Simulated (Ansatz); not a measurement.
The cluster Ag3. Charge 0, multiplicity 2. Geometry PBE-D4/def2-TZVP; atoms count from 1.

```xyz
3

Ag    1.5235   -0.6965    0.0769
Ag   -0.1859    0.9834   -1.0430
Ag   -1.3375   -0.2869    0.9661
```

In the def2 sets Ag takes a core potential; there is no spin–orbit coupling. The structure comes from a short search, and lower isomers may exist.

Estimate the Mulliken populations from the PBE0/def2-TZVP orbitals of Ansatz.


| atom | charge (e) | spin (α − β) | d electrons |
| --- | --- | --- | --- |
| Ag1 | -0.05 | 0.47 | 9.94 |
| Ag2 | 0.09 | 0.06 | 9.95 |
| Ag3 | -0.05 | 0.47 | 9.94 |
Mulliken values and Mayer orders depend strongly on the basis.

Where does the spin sit?

Summed by element: Ag 1.00, of 1 unpaired in all. Largest on single atoms: Ag1 0.47, Ag3 0.47, Ag2 0.06.

And the Mayer bond orders between bonded heavy atoms (over 0.3)?

Ag1–Ag2 0.64 (2.65 Å); Ag1–Ag3 0.42 (3.02 Å); Ag2–Ag3 0.65 (2.64 Å).
